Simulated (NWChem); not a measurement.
System: C2H3F3Si; SMILES C=C[Si](F)(F)F

NWChem input:

```
start job
memory heap 200 mb stack 900 mb global 1100 mb
geometry units angstroms noautoz
  C     -0.093175     2.428895     0.000346
  C      0.718535     1.363099    -0.004635
  Si     0.039513    -0.342061    -0.000537
  F      0.468021    -1.172794    -1.295388
  F      0.527544    -1.188004     1.262934
  F     -1.556408    -0.290298     0.035568
  H     -1.175767     2.325449     0.008084
  H      0.288791     3.447958    -0.002570
  H      1.797493     1.516024    -0.011454
end
basis spherical
  * library def2-tzvp
end
dft
  xc b3lyp
  iterations 150
  semidirect filesize 400000000
  mulliken
end
task dft energy
```

NWChem printed, in part:

```
             Northwest Computational Chemistry Package (NWChem) 7.3.0
             --------------------------------------------------------

 C1  symmetry detected

                             Geometry "geometry" -> ""
                             -------------------------

 Output coordinates in angstroms (scale by  1.889725989 to convert to a.u.)

  No.       Tag          Charge          X              Y              Z
 ---- ---------------- ---------- -------------- -------------- --------------
    1 C                    6.0000     0.00032101     2.40594854    -0.00151086
    2 C                    6.0000     0.76859913     1.30844706    -0.00914563
    3 Si                  14.0000     0.02176007    -0.36809949    -0.00012495
    4 F                    9.0000     0.41054763    -1.21645779    -1.29608327
    5 F                    9.0000     0.48136977    -1.23185826     1.26194973
    6 F                    9.0000    -1.57061449    -0.25233162     0.04332451
    7 H                    1.0000    -1.08550087     2.34601746     0.01135365
    8 H                    1.0000     0.42283411     3.40886707    -0.00725829
    9 H                    1.0000     1.85277876     1.41796385    -0.02112580

 Effective nuclear repulsion energy (a.u.)     316.6046333120

                                 NWChem DFT Module
                                 -----------------

 Summary of "ao basis" -> "ao basis" (spherical)
 ------------------------------------------------------------------------------
       Tag                 Description            Shells   Functions and Types
 ---------------- ------------------------------  ------  ---------------------
 C                         def2-tzvp                11       31   5s3p2d1f
 Si                        def2-tzvp                13       37   5s5p2d1f
 F                         def2-tzvp                11       31   5s3p2d1f
 H                         def2-tzvp                 4        6   3s1p

            General Information
            -------------------
          SCF calculation type: DFT
          Wavefunction type:  closed shell.
          No. of atoms     :     9
          No. of electrons :    56
           Alpha electrons :    28
            Beta electrons :    28
          Charge           :     0
          Spin multiplicity:     1
          Use of symmetry is: off; symmetry adaption is: off
          Maximum number of iterations: 150
          AO basis - number of functions:   210
                     number of shells:    80
          Convergence on energy requested:  1.00D-06
          Convergence on density requested:  1.00D-05
          Convergence on gradient requested:  5.00D-04

              XC Information
              --------------
                         B3LYP Method XC Potential
                     Hartree-Fock (Exact) Exchange  0.200
                        Slater Exchange Functional  0.800 local
                    Becke 1988 Exchange Functional  0.720 non-local
              Lee-Yang-Parr Correlation Functional  0.810
                  VWN I RPA Correlation Functional  0.190 local

             Grid Information
             ----------------
          Grid used for XC integration:  medium
          Radial quadrature: Mura-Knowles
          Angular quadrature: Lebedev.
          Tag              B.-S. Rad. Rad. Pts. Rad. Cut. Ang. Pts.
          ---              ---------- --------- --------- ---------
          C                   0.70       49          10.0       434
          Si                  1.10       88          11.0       590
          F                   0.50       49          12.0       434
          H                   0.35       45          12.0       434
          Grid pruning is: on
          Number of quadrature shells:   468
          Spatial weights used:  Erf1

      Superposition of Atomic Density Guess
      -------------------------------------

 Sum of atomic energies:        -663.93172961

      Non-variational initial energy
      ------------------------------

 Total energy =    -665.868485
 1-e energy   =   -1550.381789
 2-e energy   =     567.908671
 HOMO         =      -0.361314
 LUMO         =      -0.033261

------------------------------------------------------------
EAF file 0: "./job.aoints.0" size=675807232 bytes
------------------------------------------------------------
               write      read    awrite     aread      wait
               -----      ----    ------     -----      ----
     calls:     1289         0         0         0         0
   data(b): 6.76e+08  0.00e+00  0.00e+00  0.00e+00
   time(s): 0.00e+00  0.00e+00  0.00e+00  0.00e+00  0.00e+00
rate(mb/s): 0.00e+00  0.00e+00
------------------------------------------------------------

     ---------------------------------------------
      Total Density - Mulliken Population Analysis
     ---------------------------------------------

    Atom       Charge   Shell Charges
 -----------   ------   -------------------------------------------------------
    1 C    6     6.23   0.86  1.12  0.57  0.65  0.13  1.18  1.25  0.42  0.02  0.03  0.01
    2 C    6     6.40   0.86  1.12  0.57  0.66  0.12  1.22  1.39  0.42  0.01  0.03  0.01
    3 Si  14    12.36   2.00  0.58  1.39  0.69  0.20  4.10  1.74  0.45  0.56  0.10  0.25  0.18  0.12
    4 F    9     9.50   0.77  1.20  0.61  1.01  0.31  2.36  2.35  0.88  0.00  0.01  0.00
    5 F    9     9.50   0.77  1.20  0.61  1.01  0.31  2.36  2.35  0.88  0.00  0.01  0.00
    6 F    9     9.50   0.77  1.20  0.61  1.01  0.31  2.36  2.35  0.87  0.00  0.01  0.00
    7 H    1     0.84   0.24  0.45  0.13  0.02
    8 H    1     0.84   0.24  0.45  0.13  0.02
    9 H    1     0.83   0.24  0.45  0.12  0.02

   convergence    iter        energy       DeltaE   RMS-Dens  Diis-err
 ---------------- ----- ----------------- --------- --------- ---------
 d= 0,ls=0.0,diis     1   -667.3105600234 -9.84D+02  4.94D-03  1.59D+00
 d= 0,ls=0.0,diis     2   -667.2719771177  3.86D-02  2.68D-03  2.19D+00
 d= 0,ls=0.0,diis     3   -667.4283319584 -1.56D-01  5.41D-04  1.06D-01
 d= 0,ls=0.0,diis     4   -667.4345603128 -6.23D-03  2.41D-04  7.25D-03
 d= 0,ls=0.0,diis     5   -667.4351368515 -5.77D-04  9.69D-05  1.90D-03
  Resetting Diis
 d= 0,ls=0.0,diis     6   -667.4353749844 -2.38D-04  1.90D-05  4.77D-05
 d= 0,ls=0.0,diis     7   -667.4353802680 -5.28D-06  7.61D-06  2.97D-06
 d= 0,ls=0.0,diis     8   -667.4353800479  2.20D-07  4.37D-06  5.28D-06

         Total DFT energy =     -667.435380047899
      One electron energy =    -1554.265919061035
           Coulomb energy =      634.720221716387
    Exchange-Corr. energy =      -64.494316015250
 Nuclear repulsion energy =      316.604633312000

 Numeric. integr. density =       56.000001930645

                       DFT Final Molecular Orbital Analysis
                       ------------------------------------

 Vector   26  Occ=2.000000D+00  E=-4.285792D-01
              MO Center= -1.4D-01, -9.3D-01, -3.9D-03, r^2= 2.6D+00
   Bfn.  Coefficient  Atom+Function         Bfn.  Coefficient  Atom+Function
  ----- ------------  ---------------      ----- ------------  ---------------
   169      0.279294  6 F  pz               105     -0.234282  4 F  px
   172      0.224953  6 F  pz               136      0.222607  5 F  px
   108     -0.188953  4 F  px               139      0.179533  5 F  px
   138     -0.174216  5 F  pz               107     -0.160483  4 F  pz
   175      0.151620  6 F  pz               141     -0.140216  5 F  pz

 Vector   27  Occ=2.000000D+00  E=-3.621061D-01
              MO Center=  3.9D-01,  1.3D+00, -5.9D-03, r^2= 3.1D+00
   Bfn.  Coefficient  Atom+Function         Bfn.  Coefficient  Atom+Function
  ----- ------------  ---------------      ----- ------------  ---------------
    38      0.208710  2 C  py                66     -0.191331  3 Si s
   200     -0.168803  8 H  s                 41      0.165749  2 C  py
    37      0.164129  2 C  px               206      0.157968  9 H  s
    78     -0.149261  3 Si py                 7     -0.142131  1 C  py
   194      0.130073  7 H  s                  6     -0.109804  1 C  px

 Vector   28  Occ=2.000000D+00  E=-3.171332D-01
              MO Center=  3.8D-01,  1.7D+00, -5.3D-03, r^2= 1.7D+00
   Bfn.  Coefficient  Atom+Function         Bfn.  Coefficient  Atom+Function
  ----- ------------  ---------------      ----- ------------  ---------------
    39      0.293387  2 C  pz                 8      0.281790  1 C  pz
    42      0.257076  2 C  pz                11      0.245458  1 C  pz
    14      0.151281  1 C  pz                45      0.145782  2 C  pz
   106      0.057137  4 F  py               137     -0.056458  5 F  py
    79      0.044435  3 Si pz               109      0.044567  4 F  py

 Vector   29  Occ=0.000000D+00  E=-5.477324D-02
              MO Center=  3.0D-01,  1.7D+00, -3.6D-03, r^2= 2.8D+00
   Bfn.  Coefficient  Atom+Function         Bfn.  Coefficient  Atom+Function
  ----- ------------  ---------------      ----- ------------  ---------------
    14      0.550192  1 C  pz                45     -0.474068  2 C  pz
     8      0.313964  1 C  pz                11      0.274256  1 C  pz
    39     -0.251081  2 C  pz                42     -0.227066  2 C  pz
    79     -0.155847  3 Si pz                82     -0.111970  3 Si pz
    84     -0.073482  3 Si d -1             106     -0.064464  4 F  py

 Vector   30  Occ=0.000000D+00  E= 3.053180D-02
              MO Center=  7.6D-02,  1.0D+00, -6.6D-03, r^2= 6.6D+00
   Bfn.  Coefficient  Atom+Function         Bfn.  Coefficient  Atom+Function
  ----- ------------  ---------------      ----- ------------  ---------------
   207     -1.097205  9 H  s                 67     -1.079734  3 Si s
     5      1.021185  1 C  s                201     -0.931654  8 H  s
   195     -0.752689  7 H  s                 36      0.624404  2 C  s
     4      0.475137  1 C  s                 43      0.420995  2 C  px
   166      0.402309  6 F  s                 13      0.355396  1 C  py

 Vector   31  Occ=0.000000D+00  E= 4.193268D-02
              MO Center=  6.6D-01, -1.6D-01, -1.1D-02, r^2= 6.3D+00
   Bfn.  Coefficient  Atom+Function         Bfn.  Coefficient  Atom+Function
  ----- ------------  ---------------      ----- ------------  ---------------
     5      1.850510  1 C  s                201     -0.989631  8 H  s
    36     -0.888985  2 C  s                 81     -0.836602  3 Si py
    44     -0.768785  2 C  py                67      0.699580  3 Si s
    12      0.559422  1 C  px               135     -0.510359  5 F  s
   104     -0.506015  4 F  s                  4      0.416311  1 C  s

------------------------------------------------------------
EAF file 0: "./job.aoints.0" size=1149763584 bytes
------------------------------------------------------------
               write      read    awrite     aread      wait
               -----      ----    ------     -----      ----
     calls:     2193         7         0     15344     15344
   data(b): 1.15e+09  3.67e+06  0.00e+00  8.04e+09
   time(s): 0.00e+00  0.00e+00  0.00e+00  0.00e+00  0.00e+00
rate(mb/s): 0.00e+00  0.00e+00
------------------------------------------------------------

     ---------------------------------------------
      Total Density - Mulliken Population Analysis
     ---------------------------------------------

    Atom       Charge   Shell Charges
 -----------   ------   -------------------------------------------------------
    1 C    6     6.22   0.85  1.12  0.55  0.64  0.13  1.31  1.14  0.44  0.02  0.03  0.00
    2 C    6     6.26   0.85  1.12  0.53  0.64  0.11  1.32  1.22  0.42  0.01  0.03  0.00
    3 Si  14    13.01   2.00  0.57  1.40  0.79  0.11  4.13  1.68  0.63  0.72  0.11  0.39  0.31  0.17
    4 F    9     9.30   0.77  1.20  0.61  0.97  0.35  2.29  2.13  0.97  0.00  0.01  0.00
    5 F    9     9.30   0.77  1.20  0.61  0.97  0.35  2.29  2.13  0.97  0.00  0.01  0.00
    6 F    9     9.30   0.77  1.20  0.61  0.97  0.35  2.29  2.13  0.97  0.00  0.01  0.00
    7 H    1     0.86   0.28  0.48  0.08  0.02
    8 H    1     0.87   0.28  0.48  0.09  0.02
    9 H    1     0.87   0.27  0.49  0.09  0.02

     -------------------------------------------
      Total Density - Lowdin Population Analysis
     -------------------------------------------

    Atom       Charge   Shell Charges
 -----------   ------   -------------------------------------------------------
    1 C    6     6.16   0.91  1.04  0.38  0.36  0.18  1.11  1.28  0.62  0.02  0.23  0.03
    2 C    6     6.28   0.91  1.04  0.36  0.36  0.20  1.13  1.35  0.65  0.02  0.24  0.03
    3 Si  14    14.07   2.00  0.83  1.08  0.42  0.21  3.85  1.87  0.67  0.79  0.36  0.45  0.94  0.61
    4 F    9     8.96   0.86  1.10  0.60  0.71  0.38  2.15  2.14  1.01  0.00  0.01  0.00
    5 F    9     8.96   0.86  1.10  0.60  0.71  0.38  2.15  2.14  1.01  0.00  0.01  0.00
    6 F    9     8.96   0.86  1.10  0.60  0.71  0.38  2.15  2.14  1.01  0.00  0.01  0.00
    7 H    1     0.87   0.26  0.39  0.16  0.06
    8 H    1     0.88   0.26  0.39  0.16  0.06
    9 H    1     0.85   0.25  0.38  0.16  0.06

     Multipole analysis of the density
     ---------------------------------

     L   x y z        total         alpha         beta         nuclear
     -   - - -        -----         -----         ----         -------
     0   0 0 0     -0.000000    -28.000000    -28.000000     56.000000

     1   1 0 0      0.301825      0.150912      0.150912      0.000000
     1   0 1 0      1.015598      0.507799      0.507799     -0.000000
     1   0 0 1     -0.004068     -0.002034     -0.002034     -0.000000

     2   2 0 0    -29.144620    -75.539042    -75.539042    121.933463
     2   1 1 0      0.663313     -1.782022     -1.782022      4.227356
     2   1 0 1     -0.036528      0.036948      0.036948     -0.110424
     2   0 2 0    -27.187677   -180.690594   -180.690594    334.193512
     2   0 1 1     -0.014260      0.029707      0.029707     -0.073674
     2   0 0 2    -32.054627    -68.645478    -68.645478    105.236328
```

Level: B3LYP/def2-TZVP. Structure relaxed at the B3LYP/6-31G* (spherical d) level.
